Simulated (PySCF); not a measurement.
N(3+) (nitrogen, charge +3): Hartree-Fock from Schrödinger to Dirac-Coulomb-Breit

Occupied: 1s1/2, 2s1/2. Hartree-Fock calculated with PySCF 2.14 in an uncontracted even-tempered set (17 s from 0.059 bohr⁻², ratio 2.7; 11 p from 0.071 bohr⁻², ratio 2.7), Gaussian nucleus throughout. NR is non-relativistic, sf-X2C the spin-free one-electron X2C Hamiltonian, X2C adds the bare one-electron spin-orbit term, X2C-SNSO screens it by Boettger's factors, DC is four-component Dirac-Coulomb, and the Gaunt and Breit terms are added at first order (total energies over the DC spinors, levels after relaxing the spinors in that mean field). QED terms are absent. Levels marked empty are virtual spinors of this ion.

```csv
level (eV),NR,sf-X2C,X2C,X2C-SNSO
1s1/2,-493.08,-493.31,-493.31,-493.31
2s1/2,-75.287,-75.332,-75.332,-75.332
2p1/2 (empty),-46.618,-46.614,-46.637,-46.631
2p3/2 (empty),-46.618,-46.614,-46.603,-46.606
3s1/2 (empty),-19.631,-19.639,-19.639,-19.639
```

Task: Where do the four-component calculations put these levels?

Result: 1s1/2: DC -493.36, DC+Gaunt -493.26, DC+Breit -493.26; 2s1/2: DC -75.335, DC+Gaunt -75.329, DC+Breit -75.329; 2p1/2 (empty): DC -46.631, DC+Gaunt -46.623, DC+Breit -46.624; 2p3/2 (empty): DC -46.606, DC+Gaunt -46.602, DC+Breit -46.603; 3s1/2 (empty): DC -19.640, DC+Gaunt -19.639, DC+Breit -19.639 (eV).

```
Hamiltonian  E (hartree)  E − E(DC) (hartree)  CPU seconds
         NR     -51.0817               0.0322          0.2
     sf-X2C     -51.1116               0.0022         0.11
        X2C     -51.1116               0.0022         0.11
   X2C-SNSO     -51.1116               0.0022         0.11
         DC     -51.1139               0.0000          1.4
   DC+Gaunt     -51.1094               0.0045          2.6
   DC+Breit     -51.1094               0.0044           24
```

Weight of the small component: 1s1/2 0.000594, 2s1/2 8.66e-05, 2p1/2 6.95e-05, 2p3/2 6.94e-05, 3s1/2 2.03e-05.

Koopmans' value for the highest occupied level at DC+Breit: 75.329 eV, against an ionisation energy of 77.474 eV (measured; NIST Atomic Spectra Database, ionization energies); the former lacks relaxation, correlation, QED and recoil.

The whole ladder took 29 s of wall time on 1 thread of Neoverse-V1 (shared host), launched as `OMP_NUM_THREADS=1 python relrun2.py TASK.json OUT` (a driver that calls PySCF for each Hamiltonian).
